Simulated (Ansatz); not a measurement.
A geometry relaxed with B3LYP-D3(BJ)/def2-TZVP in Ansatz (an electronic-structure program), charge 0, multiplicity 1:

```xyz
4

H     -1.5831     0.2972     0.0101
S      1.9606     0.0777     0.0087
C      0.3999    -0.0724    -0.0024
N     -0.7774    -0.3026    -0.0164
```

**Question.** Write the SMILES of this molecule.

**Answer.** `N=C=S`
